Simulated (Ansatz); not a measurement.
# Relaxing a trial structure of CH2CuTe

The starting geometry of this gas-phase doublet was optimised with GFN2-xTB.

```tsv
atom	x (Å)	y (Å)	z (Å)
C	-0.6800	0.4806	-0.0607
Cu	1.2146	0.0578	-0.3168
Te	-1.4550	1.5978	1.3858
H	2.7069	-0.2744	-0.5162
H	-1.4094	0.0765	-0.7689
```

Task: Where would you expect an optimisation with PBE0-D3(BJ)/def2-SVP to take it?

Result: A new bond forms, giving a structure given below by its coordinates. Contacts that close: Cu2–Te3 (3.52 → 2.71 Å).

The energy falls by 0.31 eV over 8 steps:

```tsv
step	E − E(last) (eV)
1	0.313
2	0.223
3	0.155
4	0.104
5	0.069
6	0.001
7	0.000
8	0.000
```

Final geometry (Å):

```xyz
5

C    -0.8187    0.3018   -0.3391
Cu    1.0726    0.0709   -0.3213
Te   -0.6616    1.4218    1.2710
H     2.5735    0.0524   -0.0748
H    -1.7888    0.0915   -0.8126
```

Frequencies at the end are all real (lowest 125 cm⁻¹). Open shells are spin-unrestricted. Atoms past krypton carry core potentials, without spin–orbit terms. Run with Ansatz 0.2.0, 110 s on 1 thread of Intel(R) Xeon(R) 6975P-C (Granite Rapids) (shared host).
